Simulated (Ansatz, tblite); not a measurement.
Cost and result up the ladder for the cluster B₅P₅ (the lowest singlet isomer of a short search) (10 atoms). The state is a singlet with charge 0. Geometry: r2SCAN-D4/def2-SVP.

Cartesian coordinates in Å:
```
B -1.645 0.087 0.027
B 1.451 0.228 -0.112
B 0.148 1.204 -1.336
B 1.043 -1.126 0.691
B -0.671 -1.069 1.192
P 0.462 -2.545 1.533
P -2.265 -0.337 1.665
P 1.320 2.071 -0.078
P 1.810 0.659 -1.961
P -1.653 0.827 -1.621
```

Ansatz on 4 threads of Arm Neoverse V2 on a shared host; xTB runs through tblite on one thread. Times are rough, summed over both states, and most runs start from the orbitals of an earlier one. No level here is sound enough to serve as a yardstick. The other state is a triplet at its own geometry, which has other bonds, so the gap mixes isomer and spin.

The xTB rows come from tblite. B3LYP takes the VWN-RPA correlation. Correlated methods freeze 30 core orbitals. The rows differ in basis, and correlated rows in double-zeta sets carry the largest basis error. Another isomer (singlet) lies 0.47 eV lower at PBE0-D4/def2-TZVP.

Run but left out: HF/STO-3G (singlet: restricted singlet, unstable in another Hartree–Fock run and untested here); HF/def2-SVP, HF/def2-TZVP (singlet: restricted singlet, unstable towards broken spin symmetry); MP2/def2-SVP, MP2/def2-TZVP (triplet: ⟨S²⟩ 2.20 to 2.23, where a pure state has 2.00).

Correlated methods converge slowly with the basis, most of all in double-zeta sets.

xTB has no spin-polarisation term.

```json
{"level": "PBE0-D4/def2-TZVP (with forces)", "functions": "340", "triplet − singlet (eV)": "-0.02", "remarks": "restricted SCF unstable in HF (singlet)"}
{"level": "r2SCAN-D4/def2-TZVP", "functions": "340", "triplet − singlet (eV)": "0.10", "remarks": "restricted SCF unstable in HF (singlet)"}
{"level": "B3LYP-D4/def2-TZVP", "functions": "340", "triplet − singlet (eV)": "0.26", "remarks": "restricted SCF unstable in HF (singlet)"}
{"level": "GFN1-xTB", "functions": "65", "triplet − singlet (eV)": "0.67", "remarks": "–"}
{"level": "GFN2-xTB", "functions": "65", "triplet − singlet (eV)": "0.86", "remarks": "–"}
{"level": "PBE-D4/def2-TZVP", "functions": "340", "triplet − singlet (eV)": "0.18", "remarks": "–"}
{"level": "CCSD(T)/def2-SVP", "functions": "160", "triplet − singlet (eV)": "0.31", "remarks": "large T1 (0.023) (singlet), restricted SCF unstable (singlet), spin-contaminated (⟨S²⟩ 2.20) (triplet)"}
{"level": "B97M-V/def2-TZVP", "functions": "340", "triplet − singlet (eV)": "0.11", "remarks": "restricted SCF unstable in HF (singlet)"}
```

(1) Estimate how long each takes.

## Answers

(1) GFN1-xTB 0.024 s; GFN2-xTB 0.024 s; PBE-D4/def2-TZVP 18 s; r2SCAN-D4/def2-TZVP 44 s; B3LYP-D4/def2-TZVP 52 s; PBE0-D4/def2-TZVP (with forces) 63 s; B97M-V/def2-TZVP 75 s; CCSD(T)/def2-SVP 2.6 min. On shared hardware such times vary by a factor of up to 3.
